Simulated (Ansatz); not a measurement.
Reaction (hydrogenolysis of a B–C bond): `CNB(C)Cl` + H₂ → `CNBCl` + CH₄

Computed with Ansatz on PBE0-D4/def2-TZVP structures; ΔE is electronic, products minus reactants. CCSD(T)/CBS adds triple-zeta CCSD(T) − MP2 to the extrapolated MP2 energy (def2 sets, frozen cores). This one scheme is used for every species. DFT in def2-TZVPP. Each species was taken in one conformer, which may not be the lowest.

CCSD(T)/CBS gives -4.9 kcal/mol.

Problem. Another level gave -6.2 kcal/mol. Which?
A. revPBE-D4/def2-TZVPP
B. LC-ωPBE/def2-TZVPP
C. r2SCAN/def2-TZVPP
D. HF/def2-TZVPP

Solution. B. LC-ωPBE -6.2, r2SCAN -5.1, revPBE-D4 -3.4, HF/def2-TZVPP -10.9 kcal/mol.

Largest T1 diagnostic among the species: 0.011.

In def2-TZVPP, CCSD(T) changes the Hartree–Fock value by +5.4 kcal/mol (the triples alone add +1.0 kcal/mol) and MP2 by +6.6 kcal/mol. At CCSD(T), def2-SVP lies −1.5 kcal/mol from the extrapolated value and def2-TZVPP −0.6 kcal/mol.
